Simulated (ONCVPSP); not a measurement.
# aluminium (Al), ONCV: configuration errors across variants

aluminium (Al), optimised norm-conserving Vanderbilt (ONCV), made with ONCVPSP 4.0.1 (PBE, scalar-relativistic). Core [Ne], reference 3s2 3p1. Waves: 3s: rc 1.70 bohr, ncon 4, nbas 8, qcut 3.4 1/bohr, 2 projectors, debl 1.2 Ha; 3p: rc 2.10 bohr, ncon 4, nbas 9, qcut 3.5 1/bohr, 2 projectors, debl 2.7 Ha; d scattering state at 0.03 Ha: rc 2.20 bohr, ncon 5, nbas 9, qcut 4.1 1/bohr, 3 projectors, debl 3.1 Ha. Local part: polynomial inside 1.60 bohr (lpopt 5, dvloc0 0 Ha). Core correction: none.

All-electron excitation energies from the reference (eV): (1) 3s2 3p0 5.761; (2) 3s1 3p0 24.987; (3) 3s2 3p0.5 2.086; (4) 3s0 3p3 10.451.

4 further variants failed, have other tests or another functional or relativity, and are left out.

Errors AE − PS in meV (a dash: test not solved or not reliable):

| change | (1) | (2) | (3) | (4) | bound ghosts | GHOST(+) flags above zero |
| --- | --- | --- | --- | --- | --- | --- |
| base | -3.9 | +16 | -0.7 | +27 | none | s |
| core correction Teter function, fcfact 3.75, rcfact 1.8 | -17 | -172 | -2.3 | -39 | none | s |
| all radii scaled by about 1.28 (s 2.18, p 2.70, d 2.82 bohr); local potential polynomial inside 2.06 bohr (lpopt 5, dvloc0 0 Ha) | -3.9 | +12 | -0.7 | +27 | none | none |
| s: rc 2.3 | -3.3 | +12 | -0.6 | +23 | none | s |
| d: nbas 10 | -3.9 | +16 | -0.7 | +27 | none | s |
| d: ncon 3, nbas 7 | -3.9 | +16 | -0.7 | +27 | none | s |
| p: nproj 3 | -3.9 | +16 | -0.7 | +27 | none | s |

Question: Give the same row for: s: qcut 3.9; p: qcut 4; d: qcut 4.7.

Answer: -3.9, +17, -0.7, +28; bound ghosts: none; GHOST(+) flags above zero: s.
